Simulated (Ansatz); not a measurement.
Species: C3H6S, SMILES `C=CCS` (C–C–C–S torsion 118°, C–C–S–H torsion -57°) (charge 0, multiplicity 1).

Question: Give a relaxed geometry from Ansatz (a program for electronic structure) with PBE0-D4/def2-TZVP.

Answer: One answer among several that fit: the end point of this relaxation, one of several conformers (outside a Z-matrix the atoms follow the SMILES, hydrogens last).
Cartesian coordinates (Å) in one orientation:
```xyz
10

C     -1.479     0.501    -0.121
C     -0.377     0.205     0.553
C      0.642    -0.772     0.087
S      2.270    -0.002    -0.170
H     -1.708     0.024    -1.070
H     -2.192     1.228     0.249
H     -0.162     0.704     1.495
H      0.831    -1.535     0.847
H      0.320    -1.280    -0.823
H      1.855     0.926    -1.047
```
